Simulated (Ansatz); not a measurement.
System: CHClF₂ (charge 0, singlet). 
Coordinates optimised at B3LYP-D3(BJ)/def2-TZVP (Ansatz, a quantum-chemistry and plane-wave program):
```xyz
5

F     -0.9293     1.1547    -0.2887
C     -0.4772     0.0446     0.3178
F     -1.0941    -1.0146    -0.2314
Cl     1.2802    -0.0951     0.0818
H     -0.6909     0.0890     1.3835
```

Quantity: atomisation energy (electronic, to ground-state atoms); the coupled-cluster value holds the core correlation from cc-pwCVTZ, in eV. Cores are frozen in the correlated levels unless marked. UHF or UKS for open shells. No spin-orbit coupling. No relativistic terms. Basis-set limits of correlation are two-point, X^-3; Hartree-Fock from the larger set. [CCSD(T)-MP2]/basis is that difference in the basis named.

Level to compare with: RI-MP2/CBS(aug-cc-pV(T+d)Z,aug-cc-pV(Q+d)Z)+[CCSD(T)-MP2]/aug-cc-pV(T+d)Z plus the core term (Ansatz), 18.17 eV. It is a level with limits of its own, and the differences hold the functionals' basis error too.

Q: Rank these functionals by how close they come to RI-MP2/CBS(aug-cc-pV(T+d)Z,aug-cc-pV(Q+d)Z)+[CCSD(T)-MP2]/aug-cc-pV(T+d)Z, closest first: SVWN5/def2-TZVPD (Ansatz); LC-wPBE/def2-TZVPD (Ansatz); BLYP/def2-TZVPD (Ansatz).

A: LC-wPBE/def2-TZVPD (range-separated hybrid, 18.15 eV, difference -0.02), BLYP/def2-TZVPD (GGA, 17.99 eV, difference -0.18), SVWN5/def2-TZVPD (LDA, 22.09 eV, difference 3.92)
